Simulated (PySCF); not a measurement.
Gas-phase reaction: AlBr3 + 3 H2 = 3 HBr + AlH3

Computed with PySCF (xtb for GFN2) and rigid-rotor harmonic-oscillator thermochemistry at 1 bar. † marks an energy on the PBE0/def2-TZVP geometry and frequencies; other levels use their own. CCSD(T) freezes the core. 6-31G* has spherical d functions here. All species are closed-shell singlets. B3LYP is the form with VWN-RPA correlation. Br: all electrons, no relativistic terms. AlH3: computed as isolated molecules; such fragments, hydroxides, amides, oligomers or adducts are transient or little studied in the gas. CCSD(T) isn't extrapolated to the basis-set limit; its ΔH°(298 K) is 394.9 kJ in def2-SVP and 420.5 kJ in def2-TZVPP. The harmonic model lacks anharmonicity and excited electronic states, which grow with temperature; levels with a mode under 35 cm⁻¹ are left out. Soft modes under 120 cm⁻¹ make the harmonic entropy rough for AlBr3.

```
level              ΔE electronic, kJ  ΔH°(298 K), kJ  ΔS°(298 K), J/K  ΔG°(1600 K), kJ
-----------------  -----------------  --------------  ---------------  ---------------
B3LYP/def2-TZVP†                 407             407               63              336
CCSD(T)/def2-SVP†                395             395               63              323
GFN2-xTB                         286             289               58              224
HF/6-31G*                        409             411               66              337
HF/def2-TZVP†                    402             402               63              331
PBE0/def2-QZVP†                  416             416               63              345
PBE0/def2-SVP†                   400             400               63              329
LDA/def2-TZVP†                   413             413               63              342
```
ΔH° is lowest at GFN2-xTB and highest at PBE0/def2-QZVP†. No reference value is set beside these.
